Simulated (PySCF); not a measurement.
# [Pb(OH)]+ at several levels of theory

Computed with PySCF 2.14.0 (density fitting, no spin-orbit coupling) at the geometry relaxed with r2SCAN:

```xyz
3
[Pb(OH)]+ (singlet)
Pb   -0.0291    0.0000   -0.0841
O     0.0917    0.0000    1.9071
H     0.2827    0.0000    2.8570
```

| level | basis | state | HOMO (eV) | gap (eV) | charge on Pb1 (e) | dipole about the centre of mass (D) | largest force component (eV/Å) |
| --- | --- | --- | --- | --- | --- | --- | --- |
| r2SCAN | Pb def2-SVP with ECP60, O def2-SVP, H def2-SVP | singlet | -13.17 | 4.43 | 1.24 | 0.36 | 0.02 |
| PBE0 | the same | singlet | -14.31 | 6.11 | 1.26 | 0.53 | 0.16 |
| r2SCAN | Pb def2-TZVP with ECP60, O def2-TZVP, H def2-TZVP | singlet | -13.25 | 4.46 | 1.29 | 0.52 | 0.67 |
| r2SCAN | Pb x2c-SVPall, O x2c-SVPall, H x2c-SVPall | singlet | -13.18 | 4.41 | 1.24 | 0.37 | 0.34 |

Charges are Mulliken's, which hang on the basis. The relaxation used the grid (50, 194), these runs (75, 302) or, all-electron (x2c bases, spin-free X2C Hamiltonian), (99, 590).

(1) A further run in the first row's basis gives HOMO (eV) -16.72, gap (eV) 10.49, charge on Pb1 (e) 1.26, dipole about the centre of mass (D) 0.63, largest force component (eV/Å) 0.31. Which level was it?
A. wB97X
B. TPSSh
C. HF

No frequency check is given that shows the relaxed geometry to be a minimum.

## Answers

(1) A. The others give HOMO -13.50 eV (TPSSh); -18.04 eV (HF).
